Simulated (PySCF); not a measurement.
Computed IR spectrum (relative IR intensity) of a molecule CH5FOSi. Coordinates come from a B3LYP-D3(BJ)/def2-SVP optimisation. Other conformers were not sampled. Computed with B3LYP-D3(BJ)/def2-SVP (PySCF 2.14.0). Frequencies are harmonic and unscaled.

ν (cm⁻¹): 208 (vw), 338 (w), 704 (m), 759 (w), 772 (w), 873 (w), 958 (s), 983 (vs), 1155 (s), 1217 (s), 1479 (vw), 2245 (m), 2301 (m), 2996 (m), 3072 (w), 3114 (w) (against the strongest line: vs over 80 %, s over 45 %, m over 15 %, w over 4 %, vw less)

Q: Identify the compound among the candidates.
A. CO[SiH2]F
B. C[Si@H](O)F
C. OC[SiH2]F
D. O[SiH2]CF

A: A, CO[SiH2]F
